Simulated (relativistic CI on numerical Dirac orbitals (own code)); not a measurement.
## Slater and spin-orbit integrals, Nd⁵³⁺

Method of calculation: Dirac-Coulomb-Breit CI, KLI orbitals optimised for each configuration, model QED, unscaled Slater integrals (own radial code, finite nucleus).

Slater integrals F^k, G^k are unscaled and averaged over j, outside the closed core 1s2; ζ comes from projecting the Hamiltonian with its Breit term on Σ l·s of the shell.

- 2s2 2p3: F^2(2p,2p) = 1.1188e+06, ζ(2p) = 2.9809e+06 cm⁻¹; <r>(2p) = 0.08459, <r^2>(2p) = 0.008689 (bohr units).
- 2s 2p4: F^2(2p,2p) = 1.1174e+06, G^1(2s,2p) = 1.1932e+06, ζ(2p) = 2.9708e+06 cm⁻¹; <r>(2s) = 0.09697, <r^2>(2s) = 0.01111, <r>(2p) = 0.08469, <r^2>(2p) = 0.008711 (bohr units).
- 2p5: ζ(2p) = 2.9609e+06 cm⁻¹; <r>(2p) = 0.08483, <r^2>(2p) = 0.008741 (bohr units).

Averages of the first 10 configurations, taken without configuration mixing, which lowers the lowest level and can move excited configurations by several eV; other configurations of the list can lie among them:

| Configuration | Parity | States | Average energy above the lowest level (eV) |
| --- | --- | --- | --- |
| 2s2 2p3 | odd | 20 | 551.7 |
| 2s 2p4 | even | 30 | 1189.9 |
| 2p5 | odd | 6 | 1876.7 |
| 2p4 3s | even | 30 | 7720.7 |
| 2p4 3p | odd | 90 | 7901.9 |
| 2p4 3d | even | 150 | 8061.1 |
| 2s2 2p2 3s | even | 30 | 6456.9 |
| 2s2 2p2 3p | odd | 90 | 6646.5 |
| 2s2 2p2 3d | even | 150 | 6806.0 |
| 2s 2p3 3s | odd | 80 | 7064.3 |
